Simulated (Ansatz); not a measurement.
Job for Ansatz (a first-principles code): R-r2SCAN/def2-TZVPP on CdH2 (SMILES [CdH2]), atoms moved off the minimum. Elements past Kr take the def2 small-core potentials; no spin–orbit coupling.

Ansatz 0.2 input:
```yaml
crystal:
  periodic: [false, false, false]
  atoms:
    - {symbol: Cd, position_ang: [-0.03401530, 0.01624087, 0.01129174]}
    - {symbol: H, position_ang: [0.00526105, 0.00962612, 1.70187454]}
    - {symbol: H, position_ang: [0.01642212, -0.07847165, -1.70603536]}
basis:
  gaussian:
    orbitals: def2-TZVPP
hamiltonian:
  xc: {name: r2SCAN}
scf: {lower_state_search: off}
output: {forces: true}
```

Program output:

```
WARN ansatz: RAYON_NUM_THREADS=1 ignored (pool sized by the plan → 1); use --threads N
Functional definition: r2SCAN
these checks for a lower state are left out or cut short: stability, starts, cluster_reference, orbital_swaps, neighbouring_geometries, increment
integrals: 0.02 GiB planned
500 factors; their error is unknown
mean field: 0.18 GiB planned
mean field evaluation 1: about -4597.2595 eV, gradient 2.1e1 eV
mean field evaluation 2: about -4597.1840 eV, gradient 2.7e1 eV
mean field evaluation 4: about -4598.3578 eV, gradient 2.8e-1 eV
mean field evaluation 8: about -4598.3540 eV, gradient 9.6e-3 eV
mean field evaluation 16: about -4598.3540 eV, gradient 1.8e-6 eV
mean field -4598.35397251 eV, -168.9863916136 hartree, gradient 2.9e-6 eV, S^2 0.000000; 0 other end points of the search recorded, 0 dependent functions left out
the calculation of the forces begins
reference -4598.35398466 eV, -168.9863920599 hartree; 11, 11 occupied and 73, 73 virtual orbitals, 500 factors
Total energy: -4598.35398466 eV, -168.9863920599 hartree
Atom 0 at    -0.034015     0.016241     0.011292 Å, force     0.150339    -0.175487    -0.301307 eV/Å
Atom 1 at     0.005261     0.009626     1.701875 Å, force    -0.070387     0.072850    -0.278844 eV/Å
Atom 2 at     0.016422    -0.078472    -1.706035 Å, force    -0.079952     0.102637     0.580151 eV/Å
Dipole moment:    -0.023193     0.026324     0.012679 e Å
Checks for a lower state left out: stability, starts, cluster_reference, orbital_swaps, neighbouring_geometries, increment
```

Self-consistency was reached.

Cost: about 2.0 core-seconds (a rough figure).
